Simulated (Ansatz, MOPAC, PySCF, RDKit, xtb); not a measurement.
Pair of molecules: C2H4 (SMILES C=C) (first 6 atoms) with CH4O (SMILES CO); geometry from B3LYP-D3(BJ)/def2-TZVP, rigid monomers moved along the line of their centres of mass till C1···H12 is 3.39 Å.
(charge 0, multiplicity 1):
```xyz
12

C      0.70193     0.20810     0.02380
C     -0.60631     0.02689    -0.10076
H      1.16581     1.16679    -0.17399
H      1.36150    -0.59620     0.32679
H     -1.06908    -0.93284     0.09547
H     -1.26629     0.82981    -0.40593
C     -0.29620    -0.61136     4.67428
O     -0.42828     0.70912     4.17737
H     -1.07218    -1.28102     4.28448
H     -0.40280    -0.56023     5.75741
H      0.68516    -1.04435     4.44626
H     -0.33597     0.67972     3.21680
```

```json
[
 {"level": "MMFF94", "interaction energy (kcal/mol)": "-1.00", "cost": "-"},
 {"level": "UFF", "interaction energy (kcal/mol)": "-0.61", "cost": "-"},
 {"level": "GFN-FF", "interaction energy (kcal/mol)": "-1.14", "cost": "-"},
 {"level": "AM1", "interaction energy (kcal/mol)": "-0.11", "cost": "-"},
 {"level": "PM3", "interaction energy (kcal/mol)": "-0.29", "cost": "-"},
 {"level": "PM6", "interaction energy (kcal/mol)": "-0.40", "cost": "-"},
 {"level": "PM7", "interaction energy (kcal/mol)": "-0.92", "cost": "-"},
 {"level": "GFN1-xTB", "interaction energy (kcal/mol)": "-0.59", "cost": "-"},
 {"level": "GFN2-xTB", "interaction energy (kcal/mol)": "-0.85", "cost": "-"},
 {"level": "HF/STO-3G (no counterpoise)", "interaction energy (kcal/mol)": "-0.33", "cost": "-"},
 {"level": "HF/3-21G (no counterpoise)", "interaction energy (kcal/mol)": "-1.56", "cost": "-"},
 {"level": "HF/6-31G*", "interaction energy (kcal/mol)": "-1.04", "cost": "-"},
 {"level": "HF/6-31G* (no counterpoise)", "interaction energy (kcal/mol)": "-1.54", "cost": "-"},
 {"level": "HF/aug-cc-pVDZ", "interaction energy (kcal/mol)": "-0.95", "cost": "-"},
 {"level": "PBE/def2-TZVPPD", "interaction energy (kcal/mol)": "-1.18", "cost": "×1"},
 {"level": "PBE-D3(BJ)/def2-TZVPPD", "interaction energy (kcal/mol)": "-1.63", "cost": "×1"},
 {"level": "PBE-D4/def2-TZVPPD", "interaction energy (kcal/mol)": "-1.59", "cost": "×1"},
 {"level": "BP86/6-31G* (no counterpoise)", "interaction energy (kcal/mol)": "-1.22", "cost": "-"},
 {"level": "r2SCAN/def2-TZVPPD", "interaction energy (kcal/mol)": "-1.20", "cost": "×2"},
 {"level": "r2SCAN-D3(BJ)/def2-TZVPPD", "interaction energy (kcal/mol)": "-1.48", "cost": "×2"},
 {"level": "r2SCAN-D4/def2-TZVPPD", "interaction energy (kcal/mol)": "-1.45", "cost": "×2"},
 {"level": "B3LYP/3-21G (no counterpoise)", "interaction energy (kcal/mol)": "-1.53", "cost": "-"},
 {"level": "B3LYP/6-31G*", "interaction energy (kcal/mol)": "-1.01", "cost": "-"},
 {"level": "B3LYP/6-31G* (no counterpoise)", "interaction energy (kcal/mol)": "-1.52", "cost": "-"},
 {"level": "B3LYP/6-311+G** (no counterpoise)", "interaction energy (kcal/mol)": "-1.01", "cost": "-"},
 {"level": "B3LYP/def2-TZVPPD", "interaction energy (kcal/mol)": "-0.83", "cost": "×1"},
 {"level": "B3LYP-D3(BJ)/def2-TZVPPD", "interaction energy (kcal/mol)": "-1.45", "cost": "×1"},
 {"level": "B3LYP-D4/def2-TZVPPD", "interaction energy (kcal/mol)": "-1.38", "cost": "×1"},
 {"level": "PBE0/def2-TZVPPD", "interaction energy (kcal/mol)": "-1.13", "cost": "×1"},
 {"level": "PBE0-D3(BJ)/def2-TZVPPD", "interaction energy (kcal/mol)": "-1.59", "cost": "×1"},
 {"level": "PBE0-D4/def2-TZVPPD", "interaction energy (kcal/mol)": "-1.55", "cost": "×1"},
 {"level": "M06-2X/6-31G* (no counterpoise)", "interaction energy (kcal/mol)": "-1.69", "cost": "-"},
 {"level": "wB97X-V/def2-TZVPPD", "interaction energy (kcal/mol)": "-1.42", "cost": "×3"},
 {"level": "wB97M-V/def2-TZVPPD", "interaction energy (kcal/mol)": "-1.40", "cost": "×4"},
 {"level": "MP2/6-31G*", "interaction energy (kcal/mol)": "-1.20", "cost": "-"},
 {"level": "MP2/6-31G* (no counterpoise)", "interaction energy (kcal/mol)": "-1.74", "cost": "-"},
 {"level": "MP2/aug-cc-pVDZ", "interaction energy (kcal/mol)": "-1.37", "cost": "-"},
 {"level": "SCS-MP2/aug-cc-pVDZ", "interaction energy (kcal/mol)": "-1.21", "cost": "-"},
 {"level": "CCSD/aug-cc-pVDZ", "interaction energy (kcal/mol)": "-1.23", "cost": "-"},
 {"level": "CCSD(T)/aug-cc-pVDZ", "interaction energy (kcal/mol)": "-1.31", "cost": "×10"}
]
```

The rows run from -1.74 (MP2/6-31G* (no counterpoise)) to -0.11 kcal/mol (AM1). In aug-cc-pVDZ the value moves HF -0.95, MP2 -1.37, CCSD -1.23, CCSD(T) -1.31, a shift of -0.36 from HF to CCSD(T). The dispersion term adds -0.45 in PBE-D3(BJ), -0.42 in PBE-D4, -0.28 in r2SCAN-D3(BJ). The 6 functionals in def2-TZVPPD without D3 or D4 span 0.59, from wB97X-V to B3LYP.

Monomers are frozen at their geometry in the pair; levels with a basis set take the counterpoise correction. Rows marked so take none. RDKit's UFF carries no charges.

Frozen-core correlation. Rows in 3-21G, 6-311+G**, 6-31G*, STO-3G carry no dispersion term and start afresh at each structure (6-31G* with six Cartesian d functions). MP2/6-31G* freezes PySCF's default core. The state that AM1, PM3, PM6, PM7 reach isn't checked; PM7 holds dispersion and hydrogen-bond terms.

The values were computed with Ansatz (Gaussian orbitals); MOPAC for AM1, PM3, PM6, PM7 (differences of heats of formation); PySCF for 3-21G rows, 6-311+G** rows, 6-31G* rows, STO-3G rows, the dispersion terms; RDKit for the force fields; xtb for the GFN methods. Each number belongs to the level named beside it.

Costs are rough ratios of core time to PBE/def2-TZVPPD (about 6 s over the structures, on one shared machine); a dash marks a level with no comparable run of its own.

Ansatz is a program for electronic structure.
